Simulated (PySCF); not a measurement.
Dipole response of Co (cobalt, neutral)

[Ar] 3d6 4s2 4p1, one real determinant (an excited configuration). All numbers are calculated (PySCF 2.14, no relativity, point nucleus, in aug-cc-pVTZ). Coupled (time-dependent) response in atomic units; α is the mean over directions.

```json
{"method": "wB97X", "mean α (bohr³)": "61.33", "α xx, yy, zz": "53.08, 53.08, 77.83", "C₆ (like pair)": "595.8", "S(−4)": "1780"}
```

S(−4) is the Cauchy moment in α(ω) = α(0) + S(−4) ω² + …

α(iu) at wB97X:

```
u (hartree)  α(iu) (bohr³)
          0          61.33
     0.0500          57.29
      0.100          48.45
      0.200          31.47
      0.300          20.78
      0.500          10.76
      0.750          6.066
       1.00          4.036
       1.50          2.302
       2.00          1.554
       3.00         0.8856
       5.00         0.4178
```

A single London oscillator, α(iu) = α/(1 + u²/ω²), gives C₆ = (3/4) ω α². Matching the computed C₆ needs ω = 4 × 595.8 / (3 × 61.33²) = 0.211 hartree.

The components differ because the open shell of this determinant is not spherical; for a pure term their mean is the scalar polarisability.

⟨L²⟩ = 8.03 against 12 for a pure F term, so this real determinant mixes terms.
